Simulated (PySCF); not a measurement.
**Ions at one geometry of PbF4**

PySCF 2.14.0, RKS PBE0, Pb def2-SVP with ECP60, F def2-SVP; non-relativistic Hamiltonian with scalar-relativistic core potentials where named; density fitting; no spin-orbit coupling; singlets restricted, open shells unrestricted. The geometry is relaxed for charge 0, singlet, vacuum:

```xyz
5

Pb    0.0000    0.0000    0.0000
F     1.1572    1.1572    1.1572
F    -1.1572   -1.1572    1.1572
F     1.1572   -1.1572   -1.1572
F    -1.1572    1.1572   -1.1572
```

Energies count from the relaxed state; an electron taken off or put on is at rest in vacuum. Charges and spins are Mulliken's.

```tsv
state	energy (eV)	spin squared	charge on Pb1 (e)	spin on Pb1 (e)	dipole about the centre of mass (D)
charge 0, singlet, vacuum	0.00	0.00	1.52	0.00	0.00
charge -1, doublet, vacuum	-3.05	0.75	1.03	0.49	0.00
```

Problem. What does the state charge +1, doublet, vacuum give?

Solution. energy (eV) 14.16, spin squared 0.79, charge on Pb1 (e) 1.71, spin on Pb1 (e) -0.12, dipole about the centre of mass (D) 0.02.

With an electron taken off (doublet) the charges change, summed by element, by Pb +0.19 e, F +0.81 e. The vertical ionisation energy is 14.16 eV, against −ε(HOMO) = 11.80 eV of the relaxed state. The level lies 2.4 eV too high, as is usual for semilocal functionals and global hybrids, which keep a self-interaction error.

With an electron put on (doublet) the charges change, summed by element, by Pb -0.49 e, F -0.51 e. The vertical electron affinity is 3.05 eV, against −ε(LUMO) = 5.54 eV of the relaxed state. The basis has no diffuse functions, which an added electron needs.

Open shells may have lower solutions than those found. Hard to converge, so the more doubtful: charge +1, doublet, vacuum.
